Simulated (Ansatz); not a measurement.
Ansatz (a program for electronic structure) input:

Ansatz 0.2 input:
```yaml
crystal:
  periodic: [false, false, false]
  atoms:
    - {symbol: B, position_ang: [0.84921307, 0.41101353, 0.22364901]}
    - {symbol: O, position_ang: [1.18122226, 0.27287748, -1.06050112]}
    - {symbol: O, position_ang: [-0.30786627, 0.04780803, 0.82227697]}
    - {symbol: C, position_ang: [-1.35009506, -0.56437414, 0.05323029]}
    - {symbol: H, position_ang: [1.73519024, 0.92827644, 0.86298499]}
    - {symbol: H, position_ang: [-1.00438499, -1.50027173, -0.38934654]}
    - {symbol: H, position_ang: [-2.17382935, -0.76754650, 0.73366436]}
    - {symbol: H, position_ang: [-1.68931886, 0.10523489, -0.73913640]}
basis:
  gaussian:
    orbitals: cc-pV5Z
magnetization: {spin_polarized: true, initial_magnetization: 1}
correlation: {method: ccsd_t, electrons: outside_noble_gas}
```

Problem. Which total energy does the run end on?

Solution. -215.57139 Eh (CCSD(T)/cc-pV5Z). The basis has 584 functions.

It need not be the lowest isomer of its formula.
